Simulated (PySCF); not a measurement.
Dissociation curve of KH, singlet.

RKS-PBE0 = restricted PBE0/def2-SVP run with PySCF; RKS-CAM-B3LYP = restricted CAM-B3LYP/def2-SVP (PySCF 2.14.0); UMP2 = PySCF 2.14.0 with MP2 on UHF/def2-SVP, 5 core orbitals frozen; UKS-PBE0 = PySCF with unrestricted PBE0/def2-SVP; UCCSD = CCSD on UHF/def2-SVP, 5 core orbitals frozen in PySCF 2.14.0.

Energies are in kcal/mol, each relative to the lowest point of its own curve near equilibrium.

```
R / Å  RKS-PBE0  RKS-CAM-B3LYP  UMP2  UKS-PBE0  UCCSD
-----  --------  -------------  ----  --------  -----
1.69       25.4           25.5  27.0      25.4   26.9
1.83       12.5           12.5  13.5      12.5   13.6
1.94        6.3            6.2   6.9       6.3    7.0
2.04        2.8            2.7   3.2       2.8    3.3
2.15        0.7            0.6   0.9       0.7    1.0
2.18        0.4            0.3   0.5       0.4    0.6
2.26        0.0            0.0   0.0       0.0    0.0
2.35        0.2            0.3   0.1       0.2    0.0
2.38        0.4            0.5   0.2       0.4    0.1
2.51        1.8            2.0   1.4       1.8    1.1
2.63        3.6            4.0   3.2       3.6    2.6
2.81        7.1            7.8   7.2       7.1    5.6
3.09       13.4           14.5  16.4      13.4   11.1
3.41       20.7           22.4  22.1      20.1   17.4
3.76       28.1           30.7  25.3      25.8   23.5
4.07       34.0           37.4  26.8      29.6   27.6
4.56       41.9           46.6  28.0      33.5   31.4
4.94       46.8           52.7  28.4      35.4   32.7
5.50       52.5           59.9  28.7      36.7   33.3
6.05       56.5           65.3  28.8      36.9   33.5
6.81       60.3           70.6  28.8      36.9   33.6
7.88       63.5           75.4  28.8      37.0   33.6
9.02       65.4           78.5  28.8      37.0   33.6
```

At the longest distance, 9.02 Å, RKS-CAM-B3LYP lies highest above its minimum (78.5 kcal/mol) and UMP2 lowest (28.8 kcal/mol).

At the longest distance RKS-PBE0, RKS-CAM-B3LYP leaves fractional charges on the fragments, a sign of delocalisation error or of the restricted form. The restricted form behind RKS-PBE0, RKS-CAM-B3LYP keeps the bonding electrons paired and can't separate into open-shell fragments. The unrestricted determinant behind UMP2, UCCSD is spin-contaminated at 2.81 to 9.02 Å (<S²> up to 1.0, against 0.00 for a pure singlet). The unrestricted determinant behind UKS-PBE0 is spin-contaminated at 3.41 to 9.02 Å (<S²> up to 1.0, against 0.00 for a pure singlet).
